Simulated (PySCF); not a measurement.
**Sb²⁺: ionisation energy**

Sb²⁺ [Kr] 4d10 5s2 5p1 [5p1/2^1, M_J = 1/2] → Sb³⁺ [Kr] 4d10 5s2, as a difference of total energies. All numbers are calculated (PySCF 2.14, the two-component X2C-1e Hamiltonian, in x2c-TZVPPall-2c). Correlated levels: [Ar] 3d10 frozen; the 6 highest virtual spinors dropped. "Screened" scales the spin-orbit matrix elements by Boettger's factors to mimic the two-electron term; Breit and QED terms are absent.

| method | ionisation energy (eV) | error (eV) |
| --- | --- | --- |
| GHF (spin-free) | 24.112 | -1.211 |
| GMP2 (spin-free) | 24.499 | -0.824 |
| GHF (screened spin-orbit) | 24.670 | -0.653 |
| GMP2 (screened spin-orbit) | 25.070 | -0.253 |

Reference: 25.323 eV (measured; NIST Atomic Spectra Database, ionization energies).

The spin-free rows lack the spin-orbit shift.

Errors of the correlated levels include the incompleteness of this basis and the frozen core.
